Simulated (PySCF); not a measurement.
# Spectroscopy problems

How the numbers were obtained: shielding tensors at PBE0/pcSseg-1 (GIAO), geometry from GFN2-xTB, in PySCF 2.14 (one computed conformer, relativity neglected, equivalent nuclei averaged, no solvent model).

δ = σ(ref) − σ, references computed at the same level: ¹H, ¹³C against TMS. Splittings of carbon signals by F and P are missing where no couplings were computed. Where no couplings were computed, multiplicities follow the n + 1 count of equivalent neighbours, and m marks all less simple cases (inequivalent or close neighbours, rings, F or P nearby). Shifts are as computed. Against solution values, carbons near 30 ppm lie about +3 ppm off and those near 130 ppm about +5 ppm. Of 1211 compounds with measured shifts, 218 miss one by over three times the rms of a fit or turn the order of signals round; such compounds aren't used in these exercises.

Q: C$_{5}$H$_{6}$F$_{2}$OSi. ¹H NMR (400 MHz, computed): δ 7.11 (m, 1H), 7.06 (m, 1H), 5.52 (m, 1H), 2.16 (s, 3H). ¹³C{¹H} NMR (computed): δ 155.3 (CH), 151.9 (CH), 130.5 (C), 110.6 (CH), 23.6 (CH3). Identify the compound.

A: SMILES CC1=CC=CO[Si]1(F)F. Rings plus π bonds: 3 (1 ring in the answer). 5 carbon signals for 5 carbons: no two carbons are equivalent. Carbon types of the structure: 1 × C, 3 × CH, 1 × CH3, which accounts for all hydrogens. δC 155.3: alkene carbon bearing oxygen; an sp2 carbon further deshielded by the attached heteroatom. δC 151.9: alkene CH; as expected for a trigonal carbon in a double bond. δC 130.5: fully substituted alkene carbon; as expected for a trigonal carbon in a double bond. δC 110.6: β carbon of an enol-ether or enamine type C=C; the O or N lone pair pushes π density onto this β carbon and shields it.

The data come from this structure; uniqueness wasn't tested.

Q: C$_{5}$H$_{6}$F$_{2}$OSi. ¹H NMR (400 MHz, computed): δ 7.13 (d, 1H), 6.80 (m, 1H), 6.52 (m, 1H), 4.77 (m, 2H), 4.67 (m, 1H). ¹³C{¹H} NMR (computed): δ 171.4, 154.4, 138.4, 122.4, 95.9. Give a structure.

A: `FC(F)OC1=C[SiH2]C=C1`. Rings plus π bonds: 3 (1 ring in the answer). 5 carbon signals for 5 carbons: no two carbons are equivalent. Carbon types of the structure: 1 × C, 4 × CH, leaving 2 H on heteroatoms. δC 171.4: alkene carbon bearing oxygen; an sp2 carbon further deshielded by the attached heteroatom. δC 154.4, 138.4: alkene CH; an sp2 carbon of a C=C bond. δC 122.4: sp3 CH bonded to 2 F and O; 3 electronegative neighbours deshield it. δC 95.9: β carbon of an enol-ether or enamine type C=C; the O or N lone pair pushes π density onto this β carbon and shields it.

The data come from this structure; uniqueness wasn't tested.
